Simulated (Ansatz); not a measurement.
Geometry optimisation, RKS PBE0-D4/def2-SVP in Ansatz.

input.yaml

```yaml
crystal:
  periodic: [false, false, false]
  atoms:
    - { symbol: Ge, position_ang: [0.193263, 0.10386, -0.113673] }
    - { symbol: F, position_ang: [0.120955, -0.078216, 1.578606] }
    - { symbol: F, position_ang: [1.856847, -0.082606, -0.495881] }
    - { symbol: H, position_ang: [-0.335239, 1.421964, -0.637393] }
    - { symbol: F, position_ang: [-0.569291, -1.288773, -0.768988] }
    - { symbol: S, position_ang: [-3.03232, 0.15702, 1.103305] }
    - { symbol: H, position_ang: [-2.990247, -1.070406, 0.536324] }
    - { symbol: H, position_ang: [-1.973667, -0.141743, 1.934899] }
basis:
  gaussian: { orbitals: def2-SVP }
hamiltonian:
  xc: pbe0
  dispersion: d4
relax:
  f_tol: 0.03
  max_steps: 50
output:
  orbitals: {}
```

Launched with:

```bash
$ ansatz run input.yaml --threads 2 --pin off --max-ram 3072MiB --backend cpu --events-out ev --progress --plain --runs-dir out
```

Where does it end, and by what steps?

The forces met the threshold. After 5 steps the energy has fallen by 0.049 eV; H8 moved furthest, 0.33 Å.

```csv
step,energy less start (eV),largest force component (eV/Å),accepted
0,0.0000,0.688,yes
1,-0.0296,0.336,yes
2,-0.0334,0.544,yes
3,-0.0431,0.146,yes
4,-0.0432,0.198,yes
5,-0.0492,0.012,yes
```

```xyz
8
Properties=species:S:1:pos:R:3
Ge 0.188 0.099 -0.108
F 0.270 -0.072 1.601
F 1.822 -0.078 -0.612
H -0.366 1.415 -0.607
F -0.582 -1.311 -0.720
S -2.923 0.198 0.996
H -2.886 -1.049 0.481
H -2.254 -0.182 2.105
```

Run time: 24 s on 2 threads of Arm Neoverse V2, with other jobs on the host, peak memory 0.26 GiB.
